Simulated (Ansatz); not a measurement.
`C[Se]B[SiH3]` + `[SiH3][NH][AlH][Cl]` → `[SiH3][N]([SiH3])[AlH][Cl]` + `B[Se]C` at 500 K and 1 bar (cleavage of the Si–B bond).

Program: Ansatz. Geometries: PBE0-D4/def2-TZVP. ΔE: electronic, gas phase. CCSD(T)/CBS is the MP2 limit (def2-TZVPP, def2-QZVPP) plus CCSD(T) − MP2 in def2-TZVPP, frozen cores. For Se outer-core shells are correlated without core-valence functions, which leaves a few kJ/mol of doubt a bond. Scalar relativity is left out up to krypton. One conformer a species, not always the lowest.

```
                     species  CCSD(T)/CBS energy (Eh)  H − E (kJ/mol)  S (J/(mol·K))
              `C[Se]B[SiH3]`              -2756.84434           245.7          431.3
       `[SiH3][NH][AlH][Cl]`              -1048.70845           176.4          414.5
`[SiH3][N]([SiH3])[AlH][Cl]`              -1339.00991           232.0          485.8
                    `B[Se]C`              -2466.56684           187.2          346.5
```

H − E and S are ideal-gas, rigid-rotor, harmonic terms from PBE0-D4/def2-TZVP, for one conformer and one mirror image of each species. 1 Eh = 2625.50 kJ/mol, R = 8.31446 J/(mol·K).

Task: By hand: ΔE, ΔH, ΔS and ΔG.

Result: ΔE = (-1339.00991) + (-2466.56684) − (-2756.84434) − (-1048.70845) = -0.02396 Eh = -62.9 kJ/mol. Δ(H − E) = 232.0 + 187.2 − 245.7 − 176.4 = -2.9, so ΔH = -65.8 kJ/mol. ΔS = 485.8 + 346.5 − 431.3 − 414.5 = -13.5 J/(mol·K). ΔG = -65.8 − 500 × (-13.5)/1000 = -59.0 kJ/mol.

Task: By hand: the equilibrium constant, and the temperature at which ΔG would vanish if ΔH and ΔS stayed fixed.

Result: log₁₀ K = −ΔG/(RT ln 10) = 6.2. ΔG = 0 at ΔH/ΔS = 4874 K, far beyond where these terms or the molecules hold.

The number of gas molecules stays the same, so ΔS is small and ΔH decides. A doubt of 5 kJ/mol in ΔE shifts log₁₀ K by 0.5 here. Other conformers and mirror images would add mixing entropy, several J/(mol·K) or more a flexible species. Modes under 60 cm⁻¹, often nearly free rotors, make the harmonic entropy too high. These are equilibria of isolated gas molecules and say nothing of rates. Largest T1 diagnostic: 0.014 (customary marks: 0.02 for closed shells, 0.045 for open ones).
